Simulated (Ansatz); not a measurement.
`[O]=[W]([F])([Cl])([Cl])[Cl]`. The species carries charge 0 and has multiplicity 1. Correlated methods include outer-core shells of W, which these sets cover unevenly. W takes the def2 core potential.

```
atom   x (Å)   y (Å)   z (Å)
  O1  -1.202   0.815   0.981
  W2  -0.092   0.024   0.019
  F3  -1.134  -0.768  -1.302
 Cl4   0.479   1.510  -1.616
 Cl5   1.883   0.508   1.050
 Cl6   0.066  -2.089   0.868
```

Problem. Give the diagnostics of a CCSD(T)/def2-TZVPP run (frozen core, the Gaussian-basis code of Ansatz). (Best estimate.)

Solution. Computed: T1 = 0.0210, largest single amplitude 0.061, largest double 0.057, (T) share of the correlation energy 5.3 %, 14 CCSD cycles. The RHF solution is stable towards an unrestricted one. T1 lies over the customary mark of 0.02 for closed shells; compounds of d metals often pass it without a breakdown.
